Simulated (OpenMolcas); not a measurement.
**Lines of Ge I: computed and rescaled rates**

- Program: OpenMolcas
- Method: MS-RASPT2, IPEA 0.25 Eh, imaginary shift 0.1 Eh (closed shells correlated: 3d 4s)
- Basis: ANO-RCC [10s9p8d5f2g]
- Scalar Hamiltonian: DKH2, point nucleus
- Active space: 2 electrons in 9 orbitals (RAS2 4p; RAS3 4d 5s, at most 1 electron)
- State averaging: 2S+1 = 3 even, 3 roots; 2S+1 = 1 even, 6 roots; 2S+1 = 3 odd, 18 roots; 2S+1 = 1 odd, 8 roots
- Spin-orbit coupling: RASSI with atomic mean-field integrals over the reference wave functions, term energies averaged over their components

Rates come from the transition moments of the reference wave functions (E1 and E2 in the length form). At fixed line strength A goes as λ^-3 for E1 and M1 and as λ^-5 for E2, so a rate at the computed wavelength can be rescaled to the measured one. Measured vacuum wavelengths follow from level energies in NIST Handbook of Basic Atomic Spectroscopic Data. Branching counts decays inside the model space alone, at computed energies, and the table is only a selection of the E1 lines, drawn from those between levels with measured partners whose computed energy lies within a factor of 1.5 of the measured one.

| Upper | Lower | Type | λ computed (nm) | λ measured (nm) | A computed (s-1) | A rescaled (s-1) | Branching % |
| --- | --- | --- | --- | --- | --- | --- | --- |
| 4s² 4p 5s ¹P°₁ | 4s² 4p² ¹D₂ | E1 | 297.4 | 304 | 2.92e+08 | 2.73e+08 | 91.3 |
| 4s² 4p 5s ³P°₀ | 4s² 4p² ³P₁ | E1 | 265.2 | 271 | 2.55e+08 | 2.39e+08 | 100.0 |
| 4s² 4p 5s ³P°₂ | 4s² 4p² ³P₂ | E1 | 260.6 | 265.2 | 2.00e+08 | 1.90e+08 | 73.3 |
| 4s² 4p 5s ³P°₁ | 4s² 4p² ³P₂ | E1 | 268.8 | 275.5 | 1.03e+08 | 9.57e+07 | 39.1 |
| 4s² 4p 5s ³P°₁ | 4s² 4p² ³P₀ | E1 | 260.2 | 265.2 | 8.20e+07 | 7.74e+07 | 31.0 |
| 4s² 4p 5s ³P°₂ | 4s² 4p² ³P₁ | E1 | 255.5 | 259.3 | 7.20e+07 | 6.89e+07 | 26.3 |
| 4s² 4p 5s ³P°₁ | 4s² 4p² ³P₁ | E1 | 263.5 | 269.2 | 5.81e+07 | 5.45e+07 | 22.0 |
| 4s² 4p 5s ³P°₁ | 4s² 4p² ¹D₂ | E1 | 317.5 | 327 | 2.09e+07 |  | 7.9 |
| 4s² 4p 5s ¹P°₁ | 4s² 4p² ³P₀ | E1 | 246.5 | 249.9 | 9.59e+06 |  | 3.0 |
| 4s² 4p 5s ¹P°₁ | 4s² 4p² ¹S₀ | E1 | 453.3 | 422.8 | 8.07e+06 | 9.95e+06 | 2.5 |
| 4s² 4p 5s ¹P°₁ | 4s² 4p² ³P₁ | E1 | 249.4 | 253.4 | 8.03e+06 |  | 2.5 |
| 4s² 4p 5s ¹P°₁ | 4s² 4p² ³P₂ | E1 | 254.3 | 259 | 2.21e+06 |  | 0.7 |

Spin-changing lines and M1 lines between different terms are not rescaled, since their strength hangs on the term gaps too.

The largest correction is for 4s² 4p 5s ¹P°₁ → 4s² 4p² ¹S₀ (E1): 8.07e+06 × (453.3 / 422.8)^3 = 9.95e+06 s-1, a factor of 1.23.

The computed rate and branching of 4s² 4p 5s ³P°₀ → 4s² 4p² ³P₁ give the upper level a radiative lifetime of 1.000 / 2.55e+08 s-1 = 3.92e-09 s, counting decays inside the model space alone. The rescaled rate gives about 4.2e-09 s.

No measured rate stands beside these. Rescaling mends the energy factor alone: line strengths can still be far off where a level mixes with configurations outside the active space, and weak or spin-changing lines hang on small mixing coefficients that depend on the term gaps too, so rescaling need not improve them.

CASPT2 breaks the degeneracy within a term, and the mean is taken; among the terms shown or strongly mixed into the levels shown the widest spread is 110 cm-1 (4s² 4p² ¹D). ANO sets are built for valence states and can reach diffuse excited orbitals poorly, and with the s shell closed the s pⁿ⁺¹ terms that mix with these levels are absent. With the s shell closed, the reference lacks s² → p² mixing. Measured partners are found by configuration, term and J. A level has none where our copy of the source lacks it or the pairing is in doubt (some pairs that miss far off the trend of their configuration count as doubtful). Only configurations of the active space appear.

° marks odd parity.
